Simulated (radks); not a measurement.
The numbers below are computed, except where a source is named.
Neutral rhodium, configuration [Kr] 4d8 5s0.75 5d0.25 (fractional occupations, a model configuration).

Code: a radial shooting solver on a logarithmic mesh with Libxc functionals. Model: scalar-relativistic Kohn-Sham, LDA (Slater exchange, Perdew-Wang correlation), spin-polarised, spherical densities, finite nucleus; open shells are filled with parallel spins first (spin-orbit coupling, left out, can overturn this in heavy ions); Fermi nuclear charge, rms radius 4.4945 fm.

Energy parts (eV):
part                       energy
total                 -130054.134
kinetic                134648.493
electron-nucleus      -313979.214
Hartree                 52918.193
exchange-correlation    -3641.605

Orbitals (lengths in bohr, moments of r in powers of bohr; r(max) is where P^2 peaks):
orbital  occ.  eigenvalue (eV)     <r^2>      <r>   r(max)
1s up       1        -23009.44  0.001441  0.03266  0.02120
1s down     1        -23009.42  0.001441  0.03266  0.02120
2s up       1        -3337.961   0.02379   0.1421   0.1199
2s down     1        -3337.671   0.02379   0.1421   0.1199
2p up       3        -2993.791   0.01871   0.1238  0.09578
2p down     3        -2993.561   0.01871   0.1238  0.09577
3s up       1        -597.1418    0.1754   0.3914   0.3519
3s down     1        -596.9276    0.1753   0.3914   0.3519
3p up       3        -483.9986    0.1778   0.3911   0.3449
3p down     3        -483.7667    0.1777   0.3910   0.3449
3d up       5        -302.4778    0.1643   0.3707   0.2909
3d down     5        -302.1754    0.1642   0.3706   0.2910
4s up       1         -84.5208     1.090   0.9800   0.8804
4s down     1         -83.2910     1.087   0.9787   0.8794
4p up       3         -52.5384     1.345    1.082   0.9433
4p down     3         -51.2528     1.342    1.081   0.9420
4d up       5          -8.1608     3.090    1.578    1.149
4d down     3          -6.8392     3.176    1.593    1.147
4f up       0          -0.1203     841.5    27.96    25.85
4f down     0          -0.0950     894.6    28.79    26.54
5s up    0.75          -6.1870     11.12    3.113    2.579
5s down     0          -5.2354     12.02    3.225    2.622
5p up       0          -2.1166     22.89    4.403    3.459
5p down     0          -1.5329     29.09    4.909    3.698
5d up    0.25          -0.2887     559.6    22.64    21.39
5d down     0          -0.2553     587.8    23.20    21.84
6s up       0          -0.6334     240.5    14.43    12.18
6s down     0          -0.5742     265.5    15.21    13.10
6d up       0          -0.0341      1615    37.19    38.00
6d down     0          -0.0175      1911    40.33    39.54

The highest occupied level is 5d up at -0.289 eV. The configuration is held as typed, so some empty levels lie below it. Summed over all electrons, <r^2> = 186.7 bohr^2, which gives a Langevin (diamagnetic) susceptibility term of -148 x 10^-6 cm^3/mol. The electron density at the nucleus is 1.233e+05 e/bohr^3 (large components only).
